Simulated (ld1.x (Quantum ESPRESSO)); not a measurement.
# Cs, TM semilocal: configuration errors across variants

ld1.x (Quantum ESPRESSO) 7.5 input, shortened:

```
&input
   title='Cs', zed=55., rel=1, dft='PBE', iswitch=3,
   config='[Xe] 5d0 6s1 6p0'
 /
 &inputp
   pseudotype=1, tm=.true., lloc=2,
   nlcc=.true., new_core_ps=.true.
 /
3
6S  1  0   1.00   0.00  4.20  4.20  0.0
6P  2  1   0.00   0.00  3.95  3.95  0.0
5D  3  2   0.00   0.00  4.20  4.20  0.0
 &test
   configts(1)='5d0 6s1 6p0'
 /
```

All-electron excitation energies from the reference (eV): (1) 5d0 6s0.5 6p0 1.471; (2) 5d0 6s0 6p1 1.371; (3) 5d1 6s0 6p0 1.672; (4) 5d0.5 6s0.5 6p0 0.843.

A semilocal file is local in each channel, so a ghost entry of none says nothing of the separable form that plane-wave codes build from it.

Errors AE − PS in meV (a dash: test not solved or not reliable):

| change | (1) | (2) | (3) | (4) | bound ghosts |
| --- | --- | --- | --- | --- | --- |
| base | -1.8 | -1.0 | -5.3 | -1.6 | none |
| wave 5d (bound): rc 4.20 bohr becomes 5d (bound): rc 2.72 bohr | -1.8 | -1.0 | -5.9 | -1.8 | none |
| wave 5d (bound): rc 4.20 bohr becomes 5d (bound): rc 3.16 bohr | -1.8 | -1.0 | -5.9 | -1.8 | none |
| wave 5d (bound): rc 4.20 bohr becomes 5d (bound): rc 3.48 bohr | -1.8 | -1.0 | -5.9 | -1.8 | none |
| wave 5d (bound): rc 4.20 bohr becomes 5d (bound): rc 3.92 bohr | -1.8 | -1.0 | -5.7 | -1.7 | none |
| wave 5d (bound): rc 4.20 bohr becomes 5d (bound): rc 4.24 bohr | -1.8 | -1.0 | -5.3 | -1.6 | none |
| wave 5d (bound): rc 4.20 bohr becomes 5d (bound): rc 5.22 bohr | -1.8 | -1.0 | -3.1 | -1.0 | none |
| wave 5d (bound): rc 4.20 bohr becomes 5d (bound): rc 5.44 bohr | -1.8 | -1.0 | -2.4 | -0.8 | none |
| wave 5d (bound): rc 4.20 bohr becomes 5d (bound): rc 5.88 bohr | -1.8 | -1.0 | -1.1 | -0.4 | none |
| wave 5d (bound): rc 4.20 bohr becomes 5d (bound): rc 6.38 bohr | -1.8 | -1.0 | 0.0 | 0.0 | none |

**Question.** Give the same row for: wave 5d (bound): rc 4.20 bohr becomes 5d (bound): rc 4.74 bohr.

**Answer.** -1.8, -1.0, -4.0, -1.3; bound ghosts: none.
